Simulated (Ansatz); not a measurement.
Geometry optimisation, RKS PBE0-D4/def2-SVP in Ansatz.

Input file:

```yaml
crystal:
  periodic: [false, false, false]
  atoms:
    - { symbol: C, position_ang: [-1.3794, -0.2745, 0.3903] }
    - { symbol: "N", position_ang: [-0.0264, -0.5675, 0.6299] }
    - { symbol: C, position_ang: [0.8378, -0.1194, -0.4659] }
    - { symbol: O, position_ang: [0.523, -0.6108, -1.6964] }
    - { symbol: Te, position_ang: [1.033, 2.0222, -0.5736] }
    - { symbol: H, position_ang: [-1.5722, 0.8828, 0.2798] }
    - { symbol: H, position_ang: [-1.7684, -0.7391, -0.5321] }
    - { symbol: H, position_ang: [-2.0063, -0.5662, 1.2245] }
    - { symbol: H, position_ang: [0.2759, -0.0692, 1.5557] }
    - { symbol: H, position_ang: [1.8999, -0.4925, -0.2156] }
    - { symbol: H, position_ang: [0.5634, -1.6053, -1.6338] }
    - { symbol: H, position_ang: [1.6966, 2.0845, 1.0712] }
basis:
  gaussian: { orbitals: def2-SVP }
hamiltonian:
  xc: pbe0
  dispersion: d4
relax:
  f_tol: 0.015
  max_steps: 40
output:
  orbitals: {}
```

Run as:

```bash
$ ansatz run input.yaml --threads 2 --pin off --max-ram 3072MiB --backend cpu --events-out ev --progress --plain --runs-dir out
```

Q: Where does it end, and by what steps?

A: The forces met the threshold. After 9 steps the energy has fallen by 0.652 eV; H9 moved furthest, 0.44 Å.

```json
{"step": "0", "energy less start (eV)": "0.0000", "largest force component (eV/Å)": "2.405", "accepted": "yes"}
{"step": "1", "energy less start (eV)": "-0.4530", "largest force component (eV/Å)": "1.484", "accepted": "yes"}
{"step": "2", "energy less start (eV)": "-0.5830", "largest force component (eV/Å)": "0.702", "accepted": "yes"}
{"step": "3", "energy less start (eV)": "-0.6261", "largest force component (eV/Å)": "0.330", "accepted": "yes"}
{"step": "4", "energy less start (eV)": "-0.6412", "largest force component (eV/Å)": "0.200", "accepted": "yes"}
{"step": "5", "energy less start (eV)": "-0.6233", "largest force component (eV/Å)": "0.638", "accepted": "no"}
{"step": "6", "energy less start (eV)": "-0.6489", "largest force component (eV/Å)": "0.059", "accepted": "yes"}
{"step": "7", "energy less start (eV)": "-0.6517", "largest force component (eV/Å)": "0.141", "accepted": "yes"}
{"step": "8", "energy less start (eV)": "-0.6524", "largest force component (eV/Å)": "0.027", "accepted": "yes"}
{"step": "9", "energy less start (eV)": "-0.6525", "largest force component (eV/Å)": "0.010", "accepted": "yes"}
```

```xyz
12
Properties=species:S:1:pos:R:3
C -1.410 -0.191 0.410
N -0.035 -0.603 0.571
C 0.912 -0.172 -0.372
O 0.628 -0.641 -1.646
Te 1.089 2.047 -0.760
H -1.557 0.896 0.566
H -1.740 -0.423 -0.612
H -2.049 -0.748 1.110
H 0.303 -0.505 1.523
H 1.918 -0.451 -0.015
H 0.443 -1.586 -1.551
H 1.577 2.323 0.811
```

Whether the end is a true minimum wasn't checked by a vibrational analysis.

The run took 37 s on 2 threads of Intel(R) Xeon(R) Platinum 8488C (Sapphire Rapids), with other jobs on the host, peak memory 0.32 GiB.
